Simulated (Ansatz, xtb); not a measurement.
# Relaxing a trial structure of F3H3SiSn

The starting geometry of this gas-phase singlet has its atoms placed at random.

```json
{"atom": "F", "x (Å)": "-1.3205", "y (Å)": "0.4977", "z (Å)": "-1.5015"}
{"atom": "F", "x (Å)": "0.2541", "y (Å)": "-2.0942", "z (Å)": "-0.4071"}
{"atom": "F", "x (Å)": "0.2713", "y (Å)": "1.3988", "z (Å)": "-1.1132"}
{"atom": "Si", "x (Å)": "0.1160", "y (Å)": "-0.1455", "z (Å)": "-1.5348"}
{"atom": "Sn", "x (Å)": "0.9303", "y (Å)": "0.4626", "z (Å)": "0.9220"}
{"atom": "H", "x (Å)": "-0.3043", "y (Å)": "-1.1439", "z (Å)": "-0.1131"}
{"atom": "H", "x (Å)": "-1.1773", "y (Å)": "1.4072", "z (Å)": "0.6563"}
{"atom": "H", "x (Å)": "-0.4016", "y (Å)": "1.1239", "z (Å)": "-1.9900"}
```

Guess where an optimisation with r2SCAN-D4/def2-SVP ends from this start.

It ends as a structure with F3 bridging Sn5 and H8, H6 bridging Sn5 and Si4, given below by its coordinates. Distances that change by over a tenth: F1–Si4 (1.57 → 1.75 Å), F2–H6 (1.14 → 2.52 Å). Contacts that open: F3–Si4 (1.61 → 3.39 Å), Si4–Sn5 (2.66 → 3.53 Å), Si4–H8 (1.44 → 2.65 Å). Contacts that close: F2–Si4 (2.26 → 1.64 Å), F3–H8 (1.14 → 1.00 Å), Si4–H6 (1.79 → 1.75 Å), Sn5–H6 (2.28 → 1.93 Å), Sn5–H7 (2.32 → 1.77 Å).

The energy falls by 9.87 eV over 37 steps:

```json
{"step": "1", "E − E(last) (eV)": "9.866"}
{"step": "5", "E − E(last) (eV)": "3.742"}
{"step": "9", "E − E(last) (eV)": "2.687"}
{"step": "13", "E − E(last) (eV)": "0.317"}
{"step": "17", "E − E(last) (eV)": "0.012"}
{"step": "21", "E − E(last) (eV)": "0.002"}
{"step": "25", "E − E(last) (eV)": "0.002"}
{"step": "29", "E − E(last) (eV)": "0.001"}
{"step": "33", "E − E(last) (eV)": "0.000"}
{"step": "37", "E − E(last) (eV)": "0.000"}
```

Final geometry (Å):

```
atom    x (Å)    y (Å)    z (Å)
   F  -0.1891   0.0088  -2.3750
   F  -1.3236  -1.5249  -0.7570
   F  -0.5755   1.8610  -0.9866
  Si   0.1717  -1.4213  -1.4267
  Sn   0.6949   1.2645   0.7975
   H   0.8575  -0.3886  -0.1944
   H  -0.7646   0.5742   1.5349
   H  -0.5035   1.1329  -1.6741
```

From the same start GFN2-xTB ends elsewhere, in pieces: F2H2SiSn + FH.

From so rough a start the end depends on the optimiser's path, so another program may land elsewhere. The end wasn't checked by frequencies. Atoms past krypton carry core potentials, without spin–orbit terms. Run with Ansatz 0.2.0, 92 s on 2 threads of Intel(R) Xeon(R) Platinum 8375C CPU @ 2.90GHz (Ice Lake) (shared host).
